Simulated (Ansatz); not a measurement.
Geometry optimisation, RKS LDA/def2-SVP in Ansatz 0.2.0.

input.yaml

```yaml
crystal:
  periodic: [false, false, false]
  atoms:
    - { symbol: Si, position_ang: [0.379668, -0.781527, -0.153976] }
    - { symbol: H, position_ang: [-1.133627, 1.399147, 0.474065] }
    - { symbol: Cl, position_ang: [-1.062248, -0.576806, -1.5795] }
    - { symbol: Cl, position_ang: [-0.465926, -0.881192, 1.700763] }
    - { symbol: H, position_ang: [1.147223, -2.035035, -0.406399] }
    - { symbol: H, position_ang: [-0.725332, 1.931513, 0.23363] }
    - { symbol: Br, position_ang: [1.86024, 0.944001, -0.268584] }
basis:
  gaussian: { orbitals: def2-SVP }
hamiltonian:
  xc: lda
relax:
  f_tol: 0.03
  max_steps: 50
```

Launched with:

```bash
$ ansatz run input.yaml --threads 2 --pin off --max-ram 3072MiB --backend cpu --events-out ev --progress --plain --runs-dir out
```

Q: Where does it end, and by what steps?

A: It converged. The force dipped under the threshold on the way, but the program's further checks kept it going. After 14 steps the energy has fallen by 0.202 eV; H6 moved furthest, 0.52 Å.

```tsv
step	energy less start (eV)	largest force component (eV/Å)	accepted
0	0.0000	2.105	yes
1	-0.1755	0.166	yes
2	-0.1924	0.122	yes
3	-0.1881	0.180	no
4	-0.1943	0.031	yes
5	-0.1949	0.043	yes
6	-0.1949	0.076	no
7	-0.1950	0.020	yes
8	-0.1951	0.200	yes
9	-0.1970	0.125	yes
10	-0.1971	0.316	yes
11	-0.1986	0.137	yes
12	-0.2013	0.095	yes
13	-0.2020	0.069	yes
14	-0.2024	0.008	yes
```

```xyz
7
Properties=species:S:1:pos:R:3
Si 0.496 -0.886 -0.212
H -1.146 1.656 0.771
Cl -0.912 -0.640 -1.668
Cl -0.418 -0.852 1.619
H 1.180 -2.200 -0.391
H -1.178 2.194 0.203
Br 1.978 0.729 -0.321
```

Run time: 14 s on 2 threads of Intel(R) Xeon(R) Platinum 8488C (Sapphire Rapids) (shared host), peak memory 0.17 GiB.
